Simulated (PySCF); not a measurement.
# Trend along the fifth-period p block: MH molecules

PBE0 with double-zeta basis sets in PySCF, for the lowest determinant that a PBE0 search found; no spin–orbit coupling. De refers to high-spin ground-configuration atoms. A positive dipole means M(−)H(+).

```
 M                       basis  state (unpaired electrons)  Re (Å)  ωe (cm⁻¹)  De (eV)  μ (D)
In                    def2-SVP      singlet (closed shell)   1.863       1451     2.59  -0.64
Sn                    def2-SVP               doublet (π ↑)   1.788       1709     2.56  -0.43
Sb                    def2-SVP              triplet (π ↑↑)   1.725       1931     2.53  -0.12
Te  aug-cc-pVDZ-PP/aug-cc-pVDZ               doublet (π ↑)   1.666       2149     2.89   0.15
 I                  x2c-SVPall      singlet (closed shell)   1.613       2351     3.33   0.63
```

The shortest bond is that of HI (1.613 Å), the longest that of InH (1.863 Å).

The rows differ in basis set, which adds steps of its own.

The state changes along the series, so neighbouring rows are not always alike in their bonding.

These are scalar-relativistic numbers at best; spin–orbit coupling would shift them, the dissociation energy most. States were picked by a PBE0 search and need not be the measured ground states.
